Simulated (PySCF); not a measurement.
## Assigning NMR signals

Numbering as in the mapped SMILES `[BH2:1][C@@H:2]1[CH2:3][C@H:4]1[CH:5]1[CH2:6][CH2:7]1`; H(Xn) means a hydrogen on atom n. Ha(C3) is cis to B1 on the ring; Ha(C6), Ha(C7) are cis to C4 on the ring; Hb(C3) is trans to B1 on the ring; Hb(C6), Hb(C7) are trans to C4 on the ring.

[PySCF 2.14: shieldings: GIAO PBE0/pcSseg-1; coordinates at the PBE0-D3(BJ)/def2-SVP level; spin–spin couplings from B3LYP/pcJ-1 (spin–dipole term only in couplings to heteroatoms); a single conformation; fast rotation and ring inversion assumed for equivalent nuclei; no solvent model; no relativistic terms]

Shifts are taken against calculated references (same method and geometry level): TMS for 13C (σref 184.41), 1H (σref 31.27).

Q: Assign these signals to the numbered atoms. 13C{1H} NMR (computed): δ 32.9, 27.8, 22.9, 17.8, 8.0, 7.1.

A: 
32.9 → C4, three-membered-ring carbon: aliphatic region, no heteroatom directly attached
27.8 → C2, three-membered-ring carbon
22.9 → C3, three-membered-ring carbon
17.8 → C5, three-membered-ring carbon
8.0 → C6, three-membered-ring carbon
7.1 → C7, three-membered-ring carbon

C6 and C7 lie closer than the usual error of such a calculation, so a measured spectrum could show them in the other order.

Q: Assign these signals to the numbered atoms. 1H NMR (400 MHz, computed): δ 6.78 (br, 2H), 1.39 (m, 1H), 1.29 (m, 1H), 1.16 (m, 1H), 0.64 (m, 1H), 0.54 (m, 1H), 0.47 (m, 1H), 0.33 (m, 1H), 0.06 (m, 1H), 0.01 (m, 1H).

A: 
6.78 → H(B1), hydrogen on a boron bonded to C
1.39 → Ha(C3), hydrogen on a three-membered-ring carbon: cyclopropane-type protons are shielded by the ring
1.29 → Hb(C3), hydrogen on a three-membered-ring carbon
1.16 → H(C2), hydrogen on a three-membered-ring carbon
0.64 → Hb(C6), hydrogen on a three-membered-ring carbon
0.54 → Hb(C7), hydrogen on a three-membered-ring carbon
0.47 → H(C4), hydrogen on a three-membered-ring carbon
0.33 → Ha(C6), hydrogen on a three-membered-ring carbon
0.06 → Ha(C7), hydrogen on a three-membered-ring carbon
0.01 → H(C5), hydrogen on a three-membered-ring carbon

Ha(C3) and Hb(C3); Hb(C6) and Hb(C7); Hb(C7) and H(C4); Ha(C7) and H(C5) lie closer than the usual error of such a calculation, so a measured spectrum could show them in the other order.

Hydrogens on boron are broadened and split by 11B (spin 3/2, 80 %) and 10B (spin 3). A carbon bonded to boron is broadened by the quadrupolar boron nucleus and is often missing from a measured spectrum. Splittings below 1 Hz are ignored in the labels, and close J values are merged. Unscaled 3J(H,H) at this level run about 10 % above measured values. Shifts are as computed. Against solution values, carbons near 30 ppm lie about +2 ppm off and those near 130 ppm about +5 ppm. Of 1313 compounds with measured shifts, 239 miss one by over three times the rms of a fit or turn the order of signals round; such compounds aren't used in these exercises. Only one conformer was computed, so three-bond couplings in flexible chains and rings are approximate.
